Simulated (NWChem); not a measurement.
System meant: InI$_{2}$ cation; SMILES [I][In+][I]

Input file for NWChem:

```
start job
memory heap 200 mb stack 900 mb global 1100 mb
charge 1
geometry units angstroms noautoz
  In     0.000000     0.000000     0.000000
  I      0.000000    -2.566101     0.000000
  I      0.000000     2.566101     0.000000
end
basis spherical
  * library def2-svp
end
ecp
  In library def2-ecp
  I library def2-ecp
end
dft
  xc b3lyp
  iterations 4
  mulliken
end
task dft energy
```

End of the output:

```
    Atom       Charge   Shell Charges
 -----------   ------   -------------------------------------------------------
    1 In  21    20.68   1.39  0.55  0.79  0.45  3.03  2.83  0.86  0.52  9.38  0.88
    2 I   25    24.66   1.25  0.74  1.07  0.74  2.77  3.18  2.44  2.44  9.48  0.55
    3 I   25    24.66   1.25  0.74  1.07  0.74  2.77  3.18  2.44  2.44  9.48  0.55

 center of mass
 --------------
 x =   0.00000000 y =   0.00000000 z =   0.00000000

 moments of inertia (a.u.)
 ------------------
        5968.128289572073           0.000000000000           0.000000000000
           0.000000000000        5968.128289572073           0.000000000000
           0.000000000000           0.000000000000           0.000000000000

     Multipole analysis of the density
     ---------------------------------

     L   x y z        total         alpha         beta         nuclear
     -   - - -        -----         -----         ----         -------
     0   0 0 0      1.000000    -35.000000    -35.000000     71.000000

     1   1 0 0     -0.000000     -0.000000     -0.000000      0.000000
     1   0 1 0      0.000000      0.000000      0.000000      0.000000
     1   0 0 1     -0.000000     -0.000000     -0.000000      0.000000

     2   2 0 0    -52.655345    -26.327673    -26.327673      0.000000
     2   1 1 0     -0.000000     -0.000000     -0.000000      0.000000
     2   1 0 1     -0.000000     -0.000000     -0.000000      0.000000
     2   0 2 0    -52.655345    -26.327673    -26.327673      0.000000
     2   0 1 1      0.000000      0.000000      0.000000      0.000000
     2   0 0 2    -36.032728   -605.891608   -605.891608   1175.750488

 ------------------------------------------------------------------------
 dft energy failed                                                                                  0
 ------------------------------------------------------------------------
 ------------------------------------------------------------------------
  current input line :
    21: task dft energy
 ------------------------------------------------------------------------
 ------------------------------------------------------------------------
 This type of error is most commonly associated with calculations not reaching convergence criteria
 ------------------------------------------------------------------------
 For more information see the NWChem manual at https://nwchemgit.github.io

0:dft energy failed:Received an Error in Communication
```

Can this run be used? If not, why, and what is the fix?

The run did not converge; its last values are not results. Cause: the SCF was allowed too few iterations. This input runs:
```
start job
memory heap 200 mb stack 900 mb global 1100 mb
charge 1
geometry units angstroms noautoz
  In     0.000000     0.000000     0.000000
  I      0.000000    -2.566101     0.000000
  I      0.000000     2.566101     0.000000
end
basis spherical
  * library def2-svp
end
ecp
  In library def2-ecp
  I library def2-ecp
end
dft
  xc b3lyp
  iterations 150
  mulliken
end
task dft energy
```
It converges to -785.60526 Ha (B3LYP/def2-SVP with def2 effective core potentials on In, I).
